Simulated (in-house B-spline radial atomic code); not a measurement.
Excitations of Cd III (Cd2+) by several methods

Full response, energies in eV; labels give the largest channel, * marks a mixed state, a dash one above the method's threshold, and an imaginary frequency an unstable closed-shell reference. Computed with an all-electron radial atomic-structure program (B-spline basis): linear response of the closed shell [Kr] 4d10 with each method's own kernel (bare exchange for TDHF, static screening on G0W0 levels for BSE, the adiabatic kernel for functionals); non-relativistic, point nucleus, no spin-orbit coupling, no double excitations, S, P, D and F terms only; shells from n = 2 respond. Only terms of natural parity with L up to 3 were computed.

Without relativity these are model numbers for so heavy an element.

```json
{"method": "TDHF", "4d → 5s 3D": "12.523", "4d → 5s 1D": "13.286", "4d → 5p 3P": "18.229", "α (bohr³)": "4.703"}
{"method": "BSE on G0W0@HF", "4d → 5s 3D": "12.189", "4d → 5s 1D": "12.839", "4d → 5p 3P": "18.289", "α (bohr³)": "4.559"}
{"method": "LDA VWN5", "4d → 5s 3D": "10.249", "4d → 5s 1D": "10.787", "4d → 5p 3P": "16.271", "α (bohr³)": "5.372"}
{"method": "PBE", "4d → 5s 3D": "10.185", "4d → 5s 1D": "10.777", "4d → 5p 3P": "16.052", "α (bohr³)": "5.353"}
{"method": "PBE0", "4d → 5s 3D": "?", "4d → 5s 1D": "?", "4d → 5p 3P": "?", "α (bohr³)": "?"}
{"method": "B3LYP (VWN-RPA)", "4d → 5s 3D": "10.518", "4d → 5s 1D": "11.127", "4d → 5p 3P": "16.428", "α (bohr³)": "5.225"}
{"method": "CAM-B3LYP", "4d → 5s 3D": "10.556", "4d → 5s 1D": "11.159", "4d → 5p 3P": "16.420", "α (bohr³)": "5.208"}
{"method": "LC-wPBE", "4d → 5s 3D": "10.773", "4d → 5s 1D": "11.369", "4d → 5p 3P": "16.589", "α (bohr³)": "5.177"}
{"method": "wB97X", "4d → 5s 3D": "?", "4d → 5s 1D": "?", "4d → 5p 3P": "?", "α (bohr³)": "?"}
{"method": "HSE06", "4d → 5s 3D": "10.938", "4d → 5s 1D": "11.547", "4d → 5p 3P": "16.838", "α (bohr³)": "5.135"}
{"method": "BHandHLYP", "4d → 5s 3D": "11.306", "4d → 5s 1D": "11.950", "4d → 5p 3P": "17.185", "α (bohr³)": "4.987"}
{"method": "BLYP", "4d → 5s 3D": "9.843", "4d → 5s 1D": "10.459", "4d → 5p 3P": "15.718", "α (bohr³)": "5.428"}
{"method": "PBEsol", "4d → 5s 3D": "10.274", "4d → 5s 1D": "10.867", "4d → 5p 3P": "16.174", "α (bohr³)": "5.353"}
{"method": "BP86", "4d → 5s 3D": "10.320", "4d → 5s 1D": "10.906", "4d → 5p 3P": "16.311", "α (bohr³)": "5.372"}
{"method": "LDA exchange-only", "4d → 5s 3D": "9.584", "4d → 5s 1D": "10.278", "4d → 5p 3P": "15.321", "α (bohr³)": "5.565"}
{"method": "B97-1", "4d → 5s 3D": "10.961", "4d → 5s 1D": "11.393", "4d → 5p 3P": "16.985", "α (bohr³)": "5.179"}
{"method": "RPBE", "4d → 5s 3D": "10.166", "4d → 5s 1D": "10.754", "4d → 5p 3P": "15.965", "α (bohr³)": "5.344"}
{"method": "OLYP", "4d → 5s 3D": "10.287", "4d → 5s 1D": "10.886", "4d → 5p 3P": "15.980", "α (bohr³)": "5.221"}
```

(1) What does wB97X give?

(2) What does PBE0 give?

## Answers

(1) 4d → 5s 3D: 11.279; 4d → 5s 1D: 11.652; 4d → 5p 3P: 17.275; α: 5.201 (eV, bohr³).

(2) 4d → 5s 3D: 10.971; 4d → 5s 1D: 11.580; 4d → 5p 3P: 16.854; α: 5.122 (eV, bohr³).
